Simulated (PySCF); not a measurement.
Species: C4H10OSi2.
Atom-mapped SMILES: `[SiH3:1][O:2][C@@H:3]1[CH:4]=[CH:5][CH2:6][SiH2:7]1`

Geometry (PBE0-D3(BJ)/def2-SVP, Å), atoms numbered from 1 in this order:
```
atom  x, y, z in Å
Si1    2.6623   -0.5054   -0.1064
O2     1.1672    0.1383    0.2463
C3     0.0756    0.0471   -0.6584
C4    -0.9841    1.0406   -0.2687
C5    -2.2367    0.6229   -0.0407
C6    -2.5793   -0.8377   -0.1712
Si7   -0.8988   -1.6174   -0.5871
H8     2.5671   -1.9862   -0.3179
H9     3.2175    0.1053   -1.3563
H10    3.5444   -0.2080    1.0529
H11    0.4230    0.2719   -1.6889
H12   -0.6948    2.0926   -0.1680
H13   -3.0195    1.3368    0.2410
H14   -3.3171   -1.0079   -0.9743
H15   -3.0398   -1.2274    0.7523
H16   -0.3634   -2.5118    0.4819
H17   -0.9068   -2.3581   -1.8862
```

Probes without a nucleus sit at each ring's centroid and 1 Å off its mean plane on both sides; NICS is minus the shielding there, NICSzz its component along the normal. Level: GIAO PBE0/pcSseg-1 (PySCF, non-relativistic, gas phase) on the PBE0-D3(BJ)/def2-SVP geometry, one conformer.

Ring bond lengths (Å), with Mayer bond orders in brackets: C3–C4 1.504 (1.02), C4–C5 1.340 (1.90), C5–C6 1.506 (1.03), C6–Si7 1.899 (0.91), Si7–C3 1.930 (0.85).

Q: Give the NICS values of each ring in ppm.

A: 
| ring | type | NICS(0) | NICS(1), two faces | NICS(1)zz, two faces | rms pucker (Å) | centre to ring atoms, mean (Å) |
| --- | --- | --- | --- | --- | --- | --- |
| C3–C4–C5–C6–Si7 | 5-membered ring with Si; formal bonds 1 double, 4 single | -2.4 | -3.9 / -2.7 | -3.2 / -0.8 | 0.02 | 1.38 |

Q: What can be read from them?

A: 
- C3–C4–C5–C6–Si7: mean NICS(1)zz -2.0 ppm, near zero. C3, C6, Si7 have four or more neighbours; no verdict on aromaticity is drawn.

Q: At the second NICS(1) probe listed for ring C3–C4–C5–C6–Si7, 1 Å off the ring, what do the in-plane components average?

A: The isotropic value is a third of the trace: (3 × -2.7 − (-0.8))/2 = -3.7 ppm.

Q: How shielded are the nuclei of the rings and their hydrogens (means over atoms taken as equivalent)?

A: 
```csv
atoms,environment,σ isotropic (ppm),"principal values of the symmetric part, first atom (ppm)"
C3,sp3 carbon bound to oxygen,113.1,"81.2, 104.0, 154.0"
C4,alkene CH carbon,37.9,"-72.2, 57.3, 128.6"
C5,alkene CH carbon,43.8,"-64.9, 53.3, 143.0"
C6,sp3 carbon bound to silicon,169.7,"155.6, 159.3, 194.1"
Si7,SiH2 silicon,376.5,"329.3, 375.3, 424.8"
H11,methine hydrogen,26.83,"23.2, 27.5, 29.8"
H12,vinylic hydrogen,24.95,"22.8, 25.1, 26.9"
H13,vinylic hydrogen,25.19,"22.6, 25.8, 27.1"
H14,methylene hydrogen,29.64,"25.3, 26.8, 36.8"
H15,methylene hydrogen,29.43,"25.2, 26.5, 36.5"
H16,Si–H hydrogen,26.97,"23.4, 26.1, 31.5"
H17,Si–H hydrogen,26.88,"23.4, 25.2, 32.1"
```

Q: How do the values depend on the level or the medium?

A: 
```json
{"level": "PBE0/pcSseg-1, gas", "NICS(0), C3–C4–C5–C6–Si7": "-2.4", "mean NICS(1)zz, C3–C4–C5–C6–Si7": "-2.0"}
{"level": "wB97X-D/pcSseg-1, gas", "NICS(0), C3–C4–C5–C6–Si7": "-2.1", "mean NICS(1)zz, C3–C4–C5–C6–Si7": "-1.8"}
{"level": "PBE0/pcSseg-1, IEF-PCM chloroform", "NICS(0), C3–C4–C5–C6–Si7": "-2.3", "mean NICS(1)zz, C3–C4–C5–C6–Si7": "-2.0"}
```

The geometry is the same throughout; the continuum's cavity takes Bondi-type radii × 1.2.
